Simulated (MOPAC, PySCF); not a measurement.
[W(NH2)6], neutral singlet in the gas phase. 

Z-matrix (Å, degrees):
```
W
N 1 2.0165
H 2 1.0244 1 122.69
H 2 1.0252 3 110.86 1 -166.42
N 1 2.0165 2 112.92 3 83.11
H 5 1.0244 1 122.67 2 83.09
H 5 1.0252 6 110.86 1 -166.45
N 1 2.0167 2 154.38 3 -136.93
H 8 1.0244 1 122.69 2 -136.88
H 8 1.0252 9 110.85 1 -166.24
N 1 2.0167 2 87.36 3 -80.71
H 11 1.0244 1 122.66 2 6.70
H 11 1.0252 12 110.86 1 -166.21
N 1 2.0167 2 87.35 3 6.73
H 14 1.0244 1 122.71 2 -80.70
H 14 1.0253 15 110.86 1 -166.33
N 1 2.0168 2 78.54 3 165.26
H 17 1.0244 1 122.68 2 165.21
H 17 1.0253 18 110.86 1 -166.36
```
Charge 0, spin multiplicity 1.

All levels are single points at this geometry (BP86-D3(BJ)/def2-SVP); Pople sets use spherical d functions. Orbital energies aren't observables, and empty levels follow the basis.

```tsv
level	HOMO (eV)	LUMO (eV)	gap (eV)	dipole (D)	vertical IE, Delta-SCF (eV)
B3LYP-D3(BJ)/def2-TZVP in PySCF	-5.98	-1.48	4.50	0.01	–
PBE-D3(BJ)/def2-TZVP in PySCF	-4.91	-1.93	2.98	0.01	–
TPSSh-D3(BJ)/def2-TZVP in PySCF	-5.47	-1.61	3.86	0.01	–
B3LYP/6-311+G** (LANL2DZ on W) in PySCF	-6.07	-1.85	4.22	0.01	–
B3LYP/6-31G* (LANL2DZ on W) in PySCF	-5.50	-1.15	4.35	0.01	7.38
B3LYP/LANL2DZ in PySCF	-5.67	-1.28	4.39	0.01	–
BP86/6-31G* (LANL2DZ on W) in PySCF	-4.53	-1.65	2.88	0.01	–
M06-2X/6-31G* (LANL2DZ on W) in PySCF	-7.09	-0.19	6.90	0.01	–
PBE/6-31G* (LANL2DZ on W) in PySCF	-4.44	-1.56	2.88	0.01	–
SVWN5/6-31G* (LANL2DZ on W) in PySCF	-4.55	-1.64	2.91	0.01	–
HF/6-31G* (LANL2DZ on W) in PySCF	-9.10	1.98	11.08	0.01	–
PM6 in MOPAC	-6.66	2.77	9.42	0.01	–
PM7 in MOPAC	-8.80	1.55	10.35	0.01	–
```
